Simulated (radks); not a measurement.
The table gives one normalised radial function P(r) = r R(r) of F7+ in [He] (r in bohr). Calculated with a radial shooting solver on a logarithmic mesh with Libxc functionals: non-relativistic Kohn-Sham, LDA (Slater exchange, Perdew-Wang correlation), spin-polarised, spherical densities, point nucleus.

r,P
0.01289,0.5950
0.01397,0.6383
0.01501,0.6796
0.01626,0.7280
0.01761,0.7791
0.01893,0.8275
0.0205,0.8838
0.02204,0.9368
0.02387,0.9983
0.02565,1.0559
0.02779,1.1222
0.0301,1.1907
0.03235,1.2542
0.03505,1.3263
0.03766,1.3925
0.0408,1.4668
0.04384,1.5341
0.0475,1.6088
0.05145,1.6826
0.05529,1.7475
0.0599,1.8173
0.06437,1.8772
0.06973,1.9394
0.07494,1.9906
0.08118,2.0409
0.08794,2.0833
0.0945,2.1134
0.1024,2.1369
0.11,2.1479
0.1192,2.1481
0.1281,2.1364
0.1387,2.1096
0.1503,2.0677
0.1615,2.0167
0.175,1.9455
0.188,1.8687
0.2037,1.7700
0.2189,1.6701
0.2371,1.5486
0.2569,1.4180
0.2761,1.2948
0.2991,1.1544
0.3214,1.0272
0.3482,0.8878
0.3741,0.7666
0.4053,0.6391
0.4391,0.5216
0.4718,0.4260
0.5111,0.3323
0.5493,0.2597
0.595,0.1922
0.6395,0.1427
0.6927,0.0993

Which n and l does it have? It may be an empty orbital.

Answer. n = 1, l = 0: the number of nodes gives n - l - 1 = 0, the rise at small r (about r^(l+1)) gives l, and the extent must fit the shell. The curve is that of 1s. 1s: eigenvalue -894.38 eV, 0 radial nodes, <r> = 0.175 bohr, 90 % of the charge inside 0.313 bohr.
